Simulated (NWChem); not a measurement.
System: C$_{3}$H$_{4}$BFO; SMILES FB1C=COC1

Input file for NWChem:

```
start job
memory heap 200 mb stack 900 mb global 1100 mb
geometry units angstroms noautosym nocenter noautoz
  F     -0.039905     2.154513     0.000000
  B      0.050835     0.827739     0.000000
  C      1.263907    -0.084669     0.000000
  C      0.728701    -1.336407     0.000000
  O     -0.594598    -1.470440     0.000000
  C     -1.189865    -0.163849     0.000000
  H      2.339120     0.088792     0.000000
  H      1.254257    -2.297760     0.000000
  H     -1.839708    -0.084023    -0.887225
  H     -1.839708    -0.084023     0.887225
end
basis spherical
  * library 6-311g**
end
dft
  xc b3lyp
  iterations 150
end
property
  shielding 9 1 2 3 4 5 6 7 8 9
end
task dft property
```

NWChem printed, in part:

```
             Northwest Computational Chemistry Package (NWChem) 7.3.0
             --------------------------------------------------------

                             Geometry "geometry" -> ""
                             -------------------------

 Output coordinates in angstroms (scale by  1.889725989 to convert to a.u.)

  No.       Tag          Charge          X              Y              Z
 ---- ---------------- ---------- -------------- -------------- --------------
    1 F                    9.0000    -0.03990500     2.15451300     0.00000000
    2 B                    5.0000     0.05083500     0.82773900     0.00000000
    3 C                    6.0000     1.26390700    -0.08466900     0.00000000
    4 C                    6.0000     0.72870100    -1.33640700     0.00000000
    5 O                    8.0000    -0.59459800    -1.47044000     0.00000000
    6 C                    6.0000    -1.18986500    -0.16384900     0.00000000
    7 H                    1.0000     2.33912000     0.08879200     0.00000000
    8 H                    1.0000     1.25425700    -2.29776000     0.00000000
    9 H                    1.0000    -1.83970800    -0.08402300    -0.88722500
   10 H                    1.0000    -1.83970800    -0.08402300     0.88722500

 Effective nuclear repulsion energy (a.u.)     211.5063646465

                              NWChem Property Module
                              ----------------------

  itol2e modified to match energy
  convergence criterion.

                                 NWChem DFT Module
                                 -----------------

 Summary of "ao basis" -> "ao basis" (spherical)
 ------------------------------------------------------------------------------
       Tag                 Description            Shells   Functions and Types
 ---------------- ------------------------------  ------  ---------------------
 F                          6-311g**                 8       18   4s3p1d
 B                          6-311g**                 8       18   4s3p1d
 C                          6-311g**                 8       18   4s3p1d
 O                          6-311g**                 8       18   4s3p1d
 H                          6-311g**                 4        6   3s1p

  itol2e modified to match energy
  convergence criterion.

[...]

          -----------------------------------------
          Chemical Shielding Tensors (GIAO, in ppm)
          -----------------------------------------

                                NWChem CPHF Module
                                ------------------

  scftype          =     RHF
  nclosed          =       22
  nopen            =        0
  variables        =     2420
  # of vectors     =        3
  tolerance        = 0.10D-03
  level shift      = 0.00D+00
  max iterations   =       50
  max subspace     =       30

 SCF residual:    4.6219829949104870E-005

Iterative solution of linear equations
  No. of variables     2420
  No. of equations        3
  Maximum subspace       30
        Iterations       50
       Convergence  1.0D-04

   iter   nsub   residual    time
   ----  ------  --------  ---------
     1      3    4.49D-01      93.4
     2      6    4.75D-02     100.3
     3      9    1.46D-03     107.3
     4     12    6.46D-05     114.3

      Atom:    1  F
        Diamagnetic
    454.6768     -2.5950      0.0000
     -2.5950    492.1912     -0.0000
      0.0000     -0.0000    458.3266

        Paramagnetic
   -346.0574     13.6451     -0.0000
     13.6451   -335.0967      0.0000
     -0.0000      0.0000     45.9965

        Total Shielding Tensor
    108.6193     11.0501     -0.0000
     11.0501    157.0945      0.0000
     -0.0000      0.0000    504.3231

           isotropic =     256.6790
          anisotropy =     371.4661

          Principal Components and Axis System
                 1           2           3
              504.3231    159.4946    106.2192

      1        -0.0000      0.2123      0.9772
      2         0.0000      0.9772     -0.2123
      3         1.0000      0.0000      0.0000

      Atom:    2  B
        Diamagnetic
    197.3505     -0.8309     -0.0000
     -0.8309    201.7532      0.0000
     -0.0000      0.0000    174.0502

        Paramagnetic
   -140.7907      2.1437     -0.0000
      2.1437   -192.2962      0.0000
     -0.0000      0.0000    -96.6418

        Total Shielding Tensor
     56.5598      1.3128     -0.0000
      1.3128      9.4571      0.0000
     -0.0000      0.0000     77.4084

           isotropic =      47.8084
          anisotropy =      44.3999

          Principal Components and Axis System
                 1           2           3
               77.4084     56.5964      9.4205

      1        -0.0000      0.9996     -0.0278
      2         0.0000      0.0278      0.9996
      3         1.0000      0.0000     -0.0000

      Atom:    3  C
        Diamagnetic
    263.2600      3.4978     -0.0000
      3.4978    266.9615      0.0000
     -0.0000      0.0000    239.1334

        Paramagnetic
   -269.3595     -7.6369      0.0000
     -7.6369   -187.1559      0.0000
      0.0000      0.0000    -70.0790

        Total Shielding Tensor
     -6.0996     -4.1390      0.0000
     -4.1390     79.8056      0.0000
      0.0000      0.0000    169.0544

           isotropic =      80.9201
          anisotropy =     132.2014

          Principal Components and Axis System
                 1           2           3
              169.0544     80.0045     -6.2985

      1         0.0000     -0.0480      0.9988
      2         0.0000      0.9988      0.0480
      3         1.0000     -0.0000     -0.0000

      Atom:    4  C
        Diamagnetic
    265.4804      5.0634     -0.0000
      5.0634    262.2875      0.0000
     -0.0000      0.0000    237.4574

        Paramagnetic
   -356.5303     55.7480      0.0000
     55.7480   -284.6272     -0.0000
      0.0000     -0.0000   -145.9531

[...]
```

Level: B3LYP/6-311G** (spherical d), GIAO. Structure relaxed at the PBE0/def2-SVP level. B3LYP is NWChem's, with the RPA form of VWN correlation. The printed shielding anisotropy is the first printed principal value minus the mean of the other two.
